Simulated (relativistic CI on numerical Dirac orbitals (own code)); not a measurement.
Method of calculation: Dirac-Coulomb-Breit CI, separate exchange-only KLI orbitals for each configuration, model QED (radiative potential, 1s self-energy scaled to tabulated hydrogen-like ionisation energies), unscaled Slater integrals (own radial code, finite nucleus).

Configuration list (outside the closed core [Ne]): 3s²3p⁶3d¹⁰, 3s²3p⁶3d⁹4s, 3s²3p⁶3d⁹4p, 3s²3p⁶3d⁹4d, 3s²3p⁶3d⁹4f, 3s²3p⁵3d¹⁰4s, 3s²3p⁶3d⁸4s², 3s²3p⁵3d¹⁰4p, 3s²3p⁶3d⁸4s4p, 3s²3p⁶3d⁹5s, 3s²3p⁶3d⁸4p², 3s²3p⁶3d⁹5p, 3s²3p⁶3d⁸4s4d, 3s²3p⁵3d¹⁰4d, 3s3p⁶3d¹⁰4s, 3s²3p⁶3d⁹5d, 3s²3p⁶3d⁸4p4d, 3s²3p⁶3d⁹5f, 3s²3p⁵3d⁹4s², 3s²3p⁶3d⁹5g, 3s3p⁶3d¹⁰4p, 3s²3p⁵3d¹⁰4f, 3s²3p⁶3d⁸4d², 3s²3p⁵3d⁹4s4p, 3s²3p⁶3d⁹6s, 3s²3p⁶3d⁹6p, 3s²3p⁵3d⁹4p², 3s²3p⁶3d⁹6d, 3s3p⁶3d¹⁰4d, 3s²3p⁵3d⁹4s4d, 3s3p⁶3d⁹4s², 3s²3p⁵3d¹⁰5s, 3s²3p⁵3d⁹4p4d, 3s²3p⁵3d¹⁰5p, 3s3p⁶3d⁹4s4p, 3s²3p⁴3d¹⁰4s². Levels of other configurations are missing.

At this charge energies of transitions that change n are usually good to better than 1 %, and those within a shell (Δn = 0) to a few per cent.

Outline of the computed level scheme of Te XXV. Lowest level of each configuration: 3s²3p⁶3d¹⁰ ¹S0 at 0.000 eV; 3s²3p⁶3d⁹4s ³D3 at 515.928 eV; 3s²3p⁶3d⁹4p ³P°2 at 564.641 eV; 3s²3p⁶3d⁹4d ³S1 at 656.031 eV; 3s²3p⁶3d⁹4f ³P°0 at 742.378 eV.

Some strong electric-dipole decays among the lowest 45 levels: 3s²3p⁶3d⁹4p ¹P°1 → 3s²3p⁶3d¹⁰ ¹S0 (2.0e+12 s⁻¹); 3s²3p⁶3d⁹4p ³D°1 → 3s²3p⁶3d¹⁰ ¹S0 (2.9e+11 s⁻¹); 3s²3p⁶3d⁹4p ³P°1 → 3s²3p⁶3d¹⁰ ¹S0 (2.3e+11 s⁻¹); 3s²3p⁶3d⁹4d ³G4 → 3s²3p⁶3d⁹4p ³F°3 (1.3e+11 s⁻¹); 3s²3p⁶3d⁹4d ³G3 → 3s²3p⁶3d⁹4p ³F°2 (1.2e+11 s⁻¹); 3s²3p⁶3d⁹4f ³H°5 → 3s²3p⁶3d⁹4d ³G4 (1.1e+11 s⁻¹); 3s²3p⁶3d⁹4d ³G4 → 3s²3p⁶3d⁹4p ³F°3 (1.0e+11 s⁻¹); 3s²3p⁶3d⁹4d ³G5 → 3s²3p⁶3d⁹4p ³F°4 (1.0e+11 s⁻¹).

LS names give the leading component of a level, which can be under half, so a name can repeat, a term be missing and a line seem to break the LS rules.
